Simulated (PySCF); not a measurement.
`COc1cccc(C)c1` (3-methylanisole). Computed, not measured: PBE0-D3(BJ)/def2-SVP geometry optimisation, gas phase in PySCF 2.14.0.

```
atom  x, y, z in Å
C1     2.3260   -1.3126    1.4674
O2     1.1380   -0.5820    1.5675
C3     0.4081   -0.3719    0.4509
C4     0.7527   -0.8526   -0.8164
C5    -0.0855   -0.5700   -1.8965
C6    -1.2460    0.1758   -1.7311
C7    -1.5968    0.6631   -0.4626
C8    -2.8291    1.5007   -0.2739
C9    -0.7627    0.3793    0.6162
H10    2.1473   -2.3447    1.1169
H11    3.0505   -0.8302    0.7873
H12    2.7589   -1.3513    2.4751
H13    1.6558   -1.4428   -0.9715
H14    0.1798   -0.9482   -2.8869
H15   -1.8907    0.3834   -2.5886
H16   -2.6015    2.5701   -0.4183
H17   -3.6119    1.2333   -0.9984
H18   -3.2440    1.3887    0.7380
H19   -1.0011    0.7350    1.6212
```

Task: Give the dihedral angles H14–C5–C6–H15, C5–C6–C7–C8, H13–C4–C5–H14, C6–C7–C8–H16, H12–C1–O2–C3.

Result: H14–C5–C6–H15 0° (synperiplanar); C5–C6–C7–C8 178° (antiperiplanar); H13–C4–C5–H14 0° (synperiplanar); C6–C7–C8–H16 -89° (synclinal); H12–C1–O2–C3 179° (antiperiplanar). Dihedral signs follow IUPAC: positive where, seen along the central bond, the front bond turns clockwise onto the rear one.

Task: Work out the bond lengths O2–C3, C4–H13, C5–C6, C6–C7, C7–C9 in bohr.

Result: For O2–C3 the difference vector is (-0.7299, 0.2101, -1.1166) Å, of length 1.3504 Å. 1 bohr = 0.529177 Å. O2–C3 2.552; C4–H13 2.060; C5–C6 2.626; C6–C7 2.652; C7–C9 2.632 bohr.

Task: How far apart are these pairs, which share no bond: C1···C7, C5···C7, H14···H18, H18···H19?

Result: C1···C7 4.798 Å (4 bonds apart); C5···C7 2.421 Å (2 bonds apart); H14···H18 5.507 Å (5 bonds apart); H18···H19 2.498 Å (4 bonds apart).

Task: Where is the centre of mass (commonest isotopes), and what is the radius of gyration?

Result: Mass 122.073 u; centre at (-0.170, -0.119, -0.064) Å; Rg = √(Σ m r²/M) = 2.196 Å. As Ia + Ib + Ic = 2 Σ m r², the three principal moments sum to 1177.2 u·Å².

Task: How far are the heavy atoms from their best plane (unweighted least squares)?

Result: 0.010 Å rms; C1 0.01, O2 0.01, C3 0.01, C4 0.00, C5 0.00, C6 0.00, C7 0.01, C8 0.02, C9 0.01 Å (magnitudes).

Task: Write the matrix of distances between heavy atoms (Å, lower triangle).

Result: 
```
C1    0.000
O2    1.398  0.000
C3    2.366  1.350  0.000
C4    2.811  2.430  1.399  0.000
C5    4.205  3.674  2.407  1.396  0.000
C6    5.020  4.140  2.792  2.427  1.389  0.000
C7    4.798  3.626  2.434  2.818  2.421  1.403  0.000
C8    6.126  4.844  3.809  4.320  3.801  2.527  1.502  0.000
C9    3.623  2.333  1.401  2.422  2.770  2.405  1.393  2.514  0.000
```

Whether it is a minimum is left open (no frequencies). The numbers are those of one conformer.
